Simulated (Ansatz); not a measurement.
Ansatz (a program for electronic structure) job for Al(OH)2 (AlH₂O₂), SMILES [OH][Al+][OH], charge +1, PBE-D3(BJ)/def2-TZVP. 

Ansatz 0.2 input:
```yaml
crystal:
  periodic: [false, false, false]
  atoms:
    - {symbol: Al, position_ang: [-0.00000000, 0.00000000, 0.00945738]}
    - {symbol: O, position_ang: [-0.06108265, 1.60106389, -0.01586802]}
    - {symbol: H, position_ang: [0.31566616, 2.47849747, 0.06547121]}
    - {symbol: O, position_ang: [0.06108265, -1.60106389, -0.01586802]}
    - {symbol: H, position_ang: [-0.31566616, -2.47849748, 0.06547121]}
basis:
  gaussian:
    orbitals: def2-TZVP
hamiltonian:
  xc: pbe
  dispersion: d3bj
total_charge: 1
relax: {f_tol: 0.002, max_steps: 200}
```

Log of the run:

```
WARN ansatz: RAYON_NUM_THREADS=1 ignored (pool sized by the plan → 1); use --threads N
Functional definition: PBE
integrals: 0.03 GiB planned
649 factors; their error is unknown
mean field: 0.24 GiB planned
mean field evaluation 1: about -10679.1356 eV, gradient 1.5e2 eV
mean field evaluation 2: about -10524.3848 eV, gradient 2.5e2 eV
mean field evaluation 4: about -10711.7357 eV, gradient 1.4e1 eV
mean field evaluation 8: about -10712.0437 eV, gradient 2.3e-1 eV
mean field evaluation 16: about -10712.0437 eV, gradient 1.6e-5 eV
mean field -10712.04372200 eV, -393.6603458996 hartree, gradient 1.4e-5 eV, S^2 0.000000; 0 other end points of the search recorded, 0 dependent functions left out
the calculation of the forces begins
reference -10712.04375932 eV, -393.6603472711 hartree; 15, 15 occupied and 96, 96 virtual orbitals, 649 factors
relax step   1: F+E_penalty+E_count = -10712.10037588 eV  Δ(F+E_penalty+E_count) = +0.000e0 eV  max|allowed force component| = 3.200e-1 eV/Å  Δτ_max = 0.0000 Å  (27 SCF iters, accepted)
these checks for a lower state are left out or cut short: starts, cluster_reference, orbital_swaps, neighbouring_geometries, increment
integrals: 0.03 GiB planned
649 factors; their error is unknown
mean field: 0.24 GiB planned
mean field -10712.04936283 eV, -393.6605531960 hartree, gradient 8.1e-6 eV, S^2 0.000000; 0 other end points of the search recorded, 0 dependent functions left out
the calculation of the forces begins
reference -10712.04940015 eV, -393.6605545678 hartree; 15, 15 occupied and 96, 96 virtual orbitals, 649 factors
relax step   2: F+E_penalty+E_count = -10712.10594367 eV  Δ(F+E_penalty+E_count) = -5.568e-3 eV  max|allowed force component| = 1.587e-1 eV/Å  Δτ_max = 0.0159 Å  (28 SCF iters, accepted)
these checks for a lower state are left out or cut short: starts, cluster_reference, orbital_swaps, neighbouring_geometries, increment
integrals: 0.03 GiB planned
649 factors; their error is unknown
mean field: 0.24 GiB planned
mean field evaluation 32: about -10712.0514 eV, gradient 7.8e-6 eV
mean field -10712.05139027 eV, -393.6606277030 hartree, gradient 7.8e-6 eV, S^2 0.000000; 0 other end points of the search recorded, 0 dependent functions left out
the calculation of the forces begins
reference -10712.05142758 eV, -393.6606290745 hartree; 15, 15 occupied and 96, 96 virtual orbitals, 649 factors
relax step   3: F+E_penalty+E_count = -10712.10790386 eV  Δ(F+E_penalty+E_count) = -1.960e-3 eV  max|allowed force component| = 7.348e-2 eV/Å  Δτ_max = 0.0180 Å  (27 SCF iters, accepted)
these checks for a lower state are left out or cut short: starts, cluster_reference, orbital_swaps, neighbouring_geometries, increment
integrals: 0.03 GiB planned
649 factors; their error is unknown
mean field: 0.24 GiB planned
mean field -10712.05601540 eV, -393.6607976736 hartree, gradient 7.8e-6 eV, S^2 0.000000; 0 other end points of the search recorded, 0 dependent functions left out
the calculation of the forces begins
reference -10712.05605265 eV, -393.6607990426 hartree; 15, 15 occupied and 96, 96 virtual orbitals, 649 factors
relax step   4: F+E_penalty+E_count = -10712.11254177 eV  Δ(F+E_penalty+E_count) = -4.638e-3 eV  max|allowed force component| = 9.613e-2 eV/Å  Δτ_max = 0.0169 Å  (27 SCF iters, accepted)
these checks for a lower state are left out or cut short: starts, cluster_reference, orbital_swaps, neighbouring_geometries, increment
integrals: 0.03 GiB planned
649 factors; their error is unknown
mean field: 0.24 GiB planned
mean field -10711.90124570 eV, -393.6551099922 hartree, gradient 9.0e-6 eV, S^2 0.000000; 0 other end points of the search recorded, 0 dependent functions left out
the calculation of the forces begins
reference -10711.90128293 eV, -393.6551113602 hartree; 15, 15 occupied and 96, 96 virtual orbitals, 649 factors
relax step   5: F+E_penalty+E_count = -10711.95790121 eV  Δ(F+E_penalty+E_count) = +1.546e-1 eV  max|allowed force component| = 1.681e0 eV/Å  Δτ_max = 0.1946 Å  (32 SCF iters, rejected (line search))
these checks for a lower state are left out or cut short: starts, cluster_reference, orbital_swaps, neighbouring_geometries, increment
integrals: 0.03 GiB planned
649 factors; their error is unknown
mean field: 0.24 GiB planned
mean field -10712.06863616 eV, -393.6612614779 hartree, gradient 1.2e-5 eV, S^2 0.000000; 0 other end points of the search recorded, 0 dependent functions left out
the calculation of the forces begins
reference -10712.06867311 eV, -393.6612628358 hartree; 15, 15 occupied and 96, 96 virtual orbitals, 649 factors
relax step   6: F+E_penalty+E_count = -10712.12530243 eV  Δ(F+E_penalty+E_count) = -1.276e-2 eV  max|allowed force component| = 5.389e-2 eV/Å  Δτ_max = 0.0973 Å  (33 SCF iters, accepted)
these checks for a lower state are left out or cut short: starts, cluster_reference, orbital_swaps, neighbouring_geometries, increment
integrals: 0.03 GiB planned
649 factors; their error is unknown
mean field: 0.24 GiB planned
mean field evaluation 64: about -10712.0687 eV, gradient 1.2e-5 eV
mean field -10712.06873090 eV, -393.6612649594 hartree, gradient 1.2e-5 eV, S^2 0.000000; 0 other end points of the search recorded, 0 dependent functions left out
the calculation of the forces begins
reference -10712.06876784 eV, -393.6612663170 hartree; 15, 15 occupied and 96, 96 virtual orbitals, 649 factors
relax step   7: F+E_penalty+E_count = -10712.12539700 eV  Δ(F+E_penalty+E_count) = -9.457e-5 eV  max|allowed force component| = 1.831e-2 eV/Å  Δτ_max = 0.0041 Å  (29 SCF iters, accepted)
these checks for a lower state are left out or cut short: starts, cluster_reference, orbital_swaps, neighbouring_geometries, increment
integrals: 0.03 GiB planned
649 factors; their error is unknown
mean field: 0.24 GiB planned
mean field -10712.06964822 eV, -393.6612986704 hartree, gradient 1.3e-5 eV, S^2 0.000000; 0 other end points of the search recorded, 0 dependent functions left out
the calculation of the forces begins
reference -10712.06968508 eV, -393.6613000249 hartree; 15, 15 occupied and 96, 96 virtual orbitals, 649 factors
relax step   8: F+E_penalty+E_count = -10712.12631929 eV  Δ(F+E_penalty+E_count) = -9.223e-4 eV  max|allowed force component| = 4.925e-2 eV/Å  Δτ_max = 0.0485 Å  (26 SCF iters, accepted)
these checks for a lower state are left out or cut short: starts, cluster_reference, orbital_swaps, neighbouring_geometries, increment
integrals: 0.03 GiB planned
649 factors; their error is unknown
mean field: 0.24 GiB planned
mean field -10712.07012982 eV, -393.6613163688 hartree, gradient 1.2e-5 eV, S^2 0.000000; 0 other end points of the search recorded, 0 dependent functions left out
the calculation of the forces begins
reference -10712.07016665 eV, -393.6613177225 hartree; 15, 15 occupied and 96, 96 virtual orbitals, 649 factors
relax step   9: F+E_penalty+E_count = -10712.12680223 eV  Δ(F+E_penalty+E_count) = -4.829e-4 eV  max|allowed force component| = 3.616e-3 eV/Å  Δτ_max = 0.0306 Å  (28 SCF iters, accepted)
these checks for a lower state are left out or cut short: starts, cluster_reference, orbital_swaps, neighbouring_geometries, increment
integrals: 0.03 GiB planned
649 factors; their error is unknown
mean field: 0.24 GiB planned
mean field -10712.05187985 eV, -393.6606456950 hartree, gradient 1.2e-5 eV, S^2 0.000000; 0 other end points of the search recorded, 0 dependent functions left out
the calculation of the forces begins
reference -10712.05191665 eV, -393.6606470472 hartree; 15, 15 occupied and 96, 96 virtual orbitals, 649 factors
relax step  10: F+E_penalty+E_count = -10712.10855342 eV  Δ(F+E_penalty+E_count) = +1.825e-2 eV  max|allowed force component| = 8.437e-1 eV/Å  Δτ_max = 0.0903 Å  (33 SCF iters, rejected (line search))
these checks for a lower state are left out or cut short: starts, cluster_reference, orbital_swaps, neighbouring_geometries, increment
integrals: 0.03 GiB planned
649 factors; their error is unknown
mean field: 0.24 GiB planned
mean field -10712.07022404 eV, -393.6613198317 hartree, gradient 1.3e-5 eV, S^2 0.000000; 0 other end points of the search recorded, 0 dependent functions left out
the calculation of the forces begins
reference -10712.07026087 eV, -393.6613211851 hartree; 15, 15 occupied and 96, 96 virtual orbitals, 649 factors
relax step  11: F+E_penalty+E_count = -10712.12689720 eV  Δ(F+E_penalty+E_count) = -9.497e-5 eV  max|allowed force component| = 1.342e-3 eV/Å  Δτ_max = 0.0129 Å  (27 SCF iters, accepted)
these checks for a lower state are left out or cut short: starts, cluster_reference, orbital_swaps, neighbouring_geometries, increment
integrals: 0.03 GiB planned
649 factors; their error is unknown
mean field: 0.24 GiB planned
mean field evaluation 96: about -10712.0808 eV, gradient 1.0e-2 eV
mean field -10712.07023714 eV, -393.6613203128 hartree, gradient 1.3e-5 eV, S^2 0.000000; 0 other end points of the search recorded, 0 dependent functions left out
the calculation of the forces begins
reference -10712.07027395 eV, -393.6613216658 hartree; 15, 15 occupied and 96, 96 virtual orbitals, 649 factors
relax step  12: F+E_penalty+E_count = -10712.12690921 eV  Δ(F+E_penalty+E_count) = -1.202e-5 eV  max|allowed force component| = 2.473e-2 eV/Å  Δτ_max = 0.0175 Å  (27 SCF iters, accepted)
these checks for a lower state are left out or cut short: starts, cluster_reference, orbital_swaps, neighbouring_geometries, increment
integrals: 0.03 GiB planned
649 factors; their error is unknown
mean field: 0.24 GiB planned
mean field -10712.07025557 eV, -393.6613209902 hartree, gradient 1.3e-5 eV, S^2 0.000000; 0 other end points of the search recorded, 0 dependent functions left out
the calculation of the forces begins
reference -10712.07029239 eV, -393.6613223433 hartree; 15, 15 occupied and 96, 96 virtual orbitals, 649 factors
relax step  13: F+E_penalty+E_count = -10712.12692981 eV  Δ(F+E_penalty+E_count) = -2.060e-5 eV  max|allowed force component| = 9.394e-3 eV/Å  Δτ_max = 0.0056 Å  (27 SCF iters, accepted)
these checks for a lower state are left out or cut short: starts, cluster_reference, orbital_swaps, neighbouring_geometries, increment
integrals: 0.03 GiB planned
649 factors; their error is unknown
mean field: 0.24 GiB planned
mean field -10712.07025731 eV, -393.6613210543 hartree, gradient 1.2e-5 eV, S^2 0.000000; 0 other end points of the search recorded, 0 dependent functions left out
the calculation of the forces begins
reference -10712.07029413 eV, -393.6613224074 hartree; 15, 15 occupied and 96, 96 virtual orbitals, 649 factors
relax step  14: F+E_penalty+E_count = -10712.12693169 eV  Δ(F+E_penalty+E_count) = -1.882e-6 eV  max|allowed force component| = 1.758e-3 eV/Å  Δτ_max = 0.0003 Å  (30 SCF iters, accepted)
integrals: 0.03 GiB planned
649 factors; their error is unknown
mean field: 0.24 GiB planned
mean field evaluation 128: about -10712.0804 eV, gradient 4.4e-1 eV
mean field -10712.07025731 eV, -393.6613210543 hartree, gradient 1.2e-5 eV, S^2 0.000000; 1 other end points of the search recorded, 0 dependent functions left out
the calculation of the forces begins
reference -10712.07029413 eV, -393.6613224074 hartree; 15, 15 occupied and 96, 96 virtual orbitals, 649 factors
Total energy: -10712.12696851 eV, -393.6634051524 hartree
Atom 0 at    -0.000284     0.000029    -0.024616 Å, force    -0.000028     0.000675     0.001656 eV/Å
Atom 1 at    -0.094937     1.622491    -0.147356 Å, force     0.001237     0.001080     0.000197 eV/Å
Atom 2 at     0.328013     2.415664     0.214647 Å, force    -0.001069    -0.001368    -0.000994 eV/Å
Atom 3 at     0.092957    -1.622282    -0.149971 Å, force    -0.001168    -0.001758     0.000123 eV/Å
Atom 4 at    -0.325749    -2.415901     0.215960 Å, force     0.001027     0.001371    -0.000982 eV/Å
Dipole moment:     0.001998    -0.000223     0.346493 e Å
```

Self-consistency was reached.

Cost: around 23 core-seconds (rough).
